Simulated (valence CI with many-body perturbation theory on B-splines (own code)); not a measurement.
Tl9+: E2, M1 decay

Level of theory: relativistic CI+MBPT: four valence electrons over a frozen Dirac-Fock core [Xe] 4f14, radial functions for each j: 9 s, 9 p, 10 d, 8 f, 5 g, 3 h, 1 i, with the one-electron correlation potential Σ1, the two-electron term Σ2, the three-electron term Σ3, Breit, model QED; selected CI, second order for the rest, scaled by the run's own slope (own B-spline code, finite nucleus).

No measured levels were compared; by estimate terms of the open shell hold to 2 to 4 % of their energy, and close levels can change places. Core correlation moves these levels by up to 17000 cm⁻¹, and in measured spectra 5 to 20 % of such shifts remained as error; rates that hang on mixing are uncertain with them. Only levels of the ground parity were solved; by the run's estimate the other parity begins above the list, which can be wrong where configurations are misplaced.

Lines 1 to 50 of 119 in falling wavelength, among levels below 367890 cm⁻¹, chosen from the decays that carry over 1 % of a level's rate. Wavelengths and rates use the calculated energies, so an error of 2000 cm⁻¹ moves a line at 1831 nm by 37 % and its rate by three times that or more. Electric multipoles are in the length gauge, E1 and E2 with the static RPA response of the core. S is in atomic units (e²a₀⁴ for E2 and M2, e²a₀⁶ for E3), for M1 in squared Bohr magnetons. Weak lines are less certain than strong ones. Lines between different terms over intervals too small for the method are left out, as are lines whose strength nearly cancels.

Levels are named by their leading jj configuration (3d3/2^4 stands for four electrons in 3d with j = 3/2), which in mixed levels can hold well under half, so a name can repeat and another be missing. Letters in brackets count levels of one name in rising energy.

| λ vac (nm) | Upper | Lower | Type | A (s⁻¹) | S (a.u.) |
| --- | --- | --- | --- | --- | --- |
| 2627 | (5d3/2^2 5d5/2^2) J=6 | (5d3/2^2 5d5/2^2) J=5 | M1 | 5.48e-01 | 4.79e+00 |
| 1858 | (5d3/2^3 5d5/2) J=3 | (5d3/2^3 5d5/2) J=2 | M1 | 5.05e+00 | 8.41e+00 |
| 1831 | (5d3/2^3 5d5/2) J=4 | (5d3/2^3 5d5/2) J=2 | E2 | 1.29e-05 | 2.14e-01 |
| 1334 | (5d3/2^2 5d5/2^2) J=2 [b] | (5d3/2^2 5d5/2^2) J=1 | M1 | 4.28e+00 | 1.88e+00 |
| 1209 | (5d3/2^2 5d5/2^2) J=5 | (5d3/2^2 5d5/2^2) J=4 [a] | M1 | 6.98e+00 | 5.04e+00 |
| 1199 | (5d3/2^2 5d5/2^2) J=4 [b] | (5d3/2^2 5d5/2^2) J=5 | M1 | 7.30e-01 | 4.20e-01 |
| 1054 | (5d3/2^3 5d5/2) J=2 | (5d3/2^3 5d5/2) J=1 | M1 | 3.38e+01 | 7.34e+00 |
| 821.0 | (5d3/2^2 5d5/2^2) J=1 | (5d3/2^2 5d5/2^2) J=0 [a] | M1 | 2.78e+01 | 1.71e+00 |
| 801.2 | (5d3/2^2 5d5/2^2) J=4 [b] | (5d3/2^2 5d5/2^2) J=3 [a] | M1 | 2.34e+01 | 4.02e+00 |
| 771.2 | (5d3/2^2 5d5/2^2) J=2 [b] | (5d3/2^2 5d5/2^2) J=2 [a] | M1 | 1.42e+01 | 1.21e+00 |
| 749.8 | (5d3/2 5d5/2^3) J=3 [c] | (5d3/2^2 5d5/2^2) J=2 [e] | M1 | 2.42e+01 | 2.65e+00 |
| 723.1 | (5d3/2 5d5/2^3) J=1 [b] | (5d3/2^2 5d5/2^2) J=2 [e] | M1 | 1.54e+01 | 6.47e-01 |
| 720.0 | (5d3/2 5d5/2^3) J=3 [a] | (5d3/2^2 5d5/2^2) J=4 [b] | M1 | 1.05e+01 | 1.02e+00 |
| 700.4 | (5d3/2^2 5d5/2^2) J=3 [b] | (5d3/2^2 5d5/2^2) J=3 [a] | M1 | 3.17e+00 | 2.82e-01 |
| 681.4 | (5d3/2^3 5d5/2) J=1 | (5d3/2^4) J=0 | M1 | 1.06e+02 | 3.73e+00 |
| 672.5 | (5d3/2^2 5d5/2^2) J=4 [a] | (5d3/2^3 5d5/2) J=4 | M1 | 1.06e+02 | 1.08e+01 |
| 668.9 | (5d3/2^2 5d5/2^2) J=4 [a] | (5d3/2^3 5d5/2) J=3 | M1 | 2.37e+01 | 2.37e+00 |
| 655.5 | (5d3/2^2 5d5/2^2) J=4 [c] | (5d3/2 5d5/2^3) J=4 [a] | M1 | 1.17e+01 | 1.10e+00 |
| 602.1 | (5d3/2^2 5d5/2^2) J=4 [b] | (5d3/2^2 5d5/2^2) J=4 [a] | M1 | 1.06e+01 | 7.69e-01 |
| 598.7 | (5d3/2 5d5/2^3) J=4 [a] | (5d3/2^2 5d5/2^2) J=5 | M1 | 2.05e+01 | 1.47e+00 |
| 580.6 | (5d3/2 5d5/2^3) J=1 [b] | (5d3/2 5d5/2^3) J=0 | M1 | 1.50e+01 | 3.27e-01 |
| 560.0 | (5d3/2 5d5/2^3) J=3 [b] | (5d3/2 5d5/2^3) J=3 [a] | M1 | 2.52e+01 | 1.15e+00 |
| 558.0 | (5d3/2 5d5/2^3) J=3 [b] | (5d3/2^2 5d5/2^2) J=2 [c] | M1 | 6.25e+00 | 2.82e-01 |
| 543.3 | (5d3/2^2 5d5/2^2) J=3 [b] | (5d3/2^2 5d5/2^2) J=4 [a] | M1 | 2.33e+00 | 9.69e-02 |
| 537.5 | (5d3/2 5d5/2^3) J=1 [a] | (5d3/2^2 5d5/2^2) J=2 [b] | M1 | 4.51e+01 | 7.79e-01 |
| 533.2 | (5d3/2 5d5/2^3) J=5 | (5d3/2^2 5d5/2^2) J=4 [b] | M1 | 9.34e+01 | 5.78e+00 |
| 527.5 | (5d3/2^2 5d5/2^2) J=2 [e] | (5d3/2^2 5d5/2^2) J=2 [c] | M1 | 7.16e+01 | 1.95e+00 |
| 526.4 | (5d3/2^2 5d5/2^2) J=3 [a] | (5d3/2^3 5d5/2) J=4 | M1 | 4.30e+00 | 1.63e-01 |
| 524.2 | (5d3/2^2 5d5/2^2) J=3 [a] | (5d3/2^3 5d5/2) J=3 | M1 | 1.09e+02 | 4.09e+00 |
| 506.2 | (5d3/2 5d5/2^3) J=3 [c] | (5d3/2^2 5d5/2^2) J=2 [d] | M1 | 5.03e+00 | 1.69e-01 |
| 494.3 | (5d3/2^2 5d5/2^2) J=2 [c] | (5d3/2^2 5d5/2^2) J=1 | M1 | 1.53e+01 | 3.43e-01 |
| 493.9 | (5d3/2 5d5/2^3) J=1 [b] | (5d3/2^2 5d5/2^2) J=2 [d] | M1 | 9.40e+01 | 1.26e+00 |
| 479.7 | (5d3/2 5d5/2^3) J=4 [a] | (5d3/2^2 5d5/2^2) J=3 [a] | M1 | 3.09e+01 | 1.14e+00 |
| 458.3 | (5d3/2^2 5d5/2^2) J=4 [c] | (5d3/2^2 5d5/2^2) J=3 [b] | M1 | 1.73e+01 | 5.55e-01 |
| 444.4 | (5d3/2 5d5/2^3) J=3 [c] | (5d3/2^2 5d5/2^2) J=4 [c] | M1 | 1.00e+02 | 2.28e+00 |
| 432.2 | (5d3/2^2 5d5/2^2) J=5 | (5d3/2^3 5d5/2) J=4 | M1 | 8.43e+01 | 2.78e+00 |
| 429.4 | (5d3/2 5d5/2^3) J=5 | (5d3/2^2 5d5/2^2) J=6 | M1 | 5.68e+01 | 1.83e+00 |
| 423.4 | (5d3/2^2 5d5/2^2) J=4 [c] | (5d3/2^2 5d5/2^2) J=4 [b] | M1 | 2.82e+00 | 7.15e-02 |
| 408.9 | (5d3/2^2 5d5/2^2) J=3 [a] | (5d3/2^3 5d5/2) J=2 | M1 | 8.96e+01 | 1.59e+00 |
| 407.0 | (5d3/2^2 5d5/2^2) J=2 [d] | (5d3/2^2 5d5/2^2) J=3 [b] | M1 | 9.33e+01 | 1.17e+00 |
| 400.5 | (5d3/2 5d5/2^3) J=4 [a] | (5d3/2^2 5d5/2^2) J=4 [a] | M1 | 3.22e+02 | 6.89e+00 |
| 399.0 | (5d3/2^2 5d5/2^2) J=2 [a] | (5d3/2^3 5d5/2) J=2 | M1 | 1.04e+02 | 1.22e+00 |
| 395.7 | (5d3/2^2 5d5/2^2) J=2 [d] | (5d3/2^2 5d5/2^2) J=2 [b] | M1 | 8.36e+01 | 9.60e-01 |
| 394.4 | (5d3/2 5d5/2^3) J=6 | (5d3/2^2 5d5/2^2) J=6 | M1 | 1.23e+02 | 3.62e+00 |
| 389.1 | (5d3/2^2 5d5/2^2) J=2 [c] | (5d3/2^2 5d5/2^2) J=2 [a] | M1 | 5.02e+01 | 5.48e-01 |
| 388.2 | (5d3/2 5d5/2^3) J=3 [a] | (5d3/2^2 5d5/2^2) J=2 [a] | M1 | 2.55e+02 | 3.87e+00 |
| 383.1 | (5d3/2 5d5/2^3) J=1 [a] | (5d3/2^2 5d5/2^2) J=1 | M1 | 1.63e+02 | 1.02e+00 |
| 380.1 | (5d3/2^2 5d5/2^2) J=2 [c] | (5d3/2^2 5d5/2^2) J=3 [a] | M1 | 6.18e+00 | 6.29e-02 |
| 379.2 | (5d3/2 5d5/2^3) J=3 [a] | (5d3/2^2 5d5/2^2) J=3 [a] | M1 | 2.26e+02 | 3.20e+00 |
| 371.6 | (5d3/2 5d5/2^3) J=1 [b] | (5d3/2 5d5/2^3) J=1 [a] | M1 | 2.53e+01 | 1.45e-01 |
